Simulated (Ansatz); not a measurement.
# Scan of the H6–Sn2–N1 angle

SnNH$_{5}$ (SMILES [NH2][SnH3]), closed shell, at its PBE0-D4/def2-TZVP minimum:

```
7
angstrom
N -0.4996 -1.1833 0.1166
Sn 0.1368 0.7304 -0.1356
H -0.0018 -1.8445 -0.4665
H -0.4137 -1.5049 1.0727
H -0.1158 1.0928 -1.7817
H -0.8363 1.6844 0.8880
H 1.7917 0.9571 0.2609
```

The angle H6–Sn2–N1 (105.9° at the minimum) is set to the values below, H6, with anything bonded beyond it, turning rigidly in the plane of the angle. Each method's energies count from its own value at the PBE0-D4 minimum structure. Ansatz 0.2.0; basis: def2-TZVPP; cores frozen in the correlated methods. Filled d shells of the heavier atoms are correlated. Core potentials replace the inner electrons of the atoms past krypton. The def2 sets are not built for correlating such inner shells, so the correlated values are less sure here. B3LYP uses VWN-RPA correlation.

| angle (°) | CCSD(T) (eV) | B3LYP-D4 (eV) | HF (eV) | PBE0-D4 (eV) |
| --- | --- | --- | --- | --- |
| 81.9 | ? | 0.360 | 0.451 | 0.358 |
| 87.9 | 0.200 | 0.196 | 0.250 | 0.195 |
| 93.9 | ? | 0.084 | 0.112 | 0.084 |
| 99.9 | 0.021 | 0.020 | 0.030 | 0.020 |
| 105.9 | 0.000 | 0.000 | 0.000 | 0.000 |
| 111.9 | 0.020 | 0.021 | 0.018 | 0.020 |
| 117.9 | 0.080 | 0.080 | 0.083 | 0.080 |
| 123.9 | 0.178 | 0.177 | 0.192 | 0.177 |
| 129.9 | ? | 0.312 | 0.346 | 0.312 |

Fill in the withheld CCSD(T) values. (An estimate is asked for; the value comes from the calculation.)

The calculation gives: 0.366 eV at 81.9°; 0.087 eV at 93.9°; 0.315 eV at 129.9°. These count from the CCSD(T) energy at the PBE0-D4 minimum.

Largest difference from the CCSD(T) curve over the scan: PBE-D4 0.035; r2SCAN-D4 0.017; wB97M-V 0.000; MP2 0.010 eV. Each curve counts from its own value at the minimum.

T1 diagnostic: at most 0.014.

For scale, one of the runs: CCSD(T)/def2-TZVPP, 151 basis functions (an equivalent command: `ansatz run in.yaml --threads 2`). Hardware: 2 CPU threads, shared host. Wall time 23 s; peak host memory 1.1 GiB.
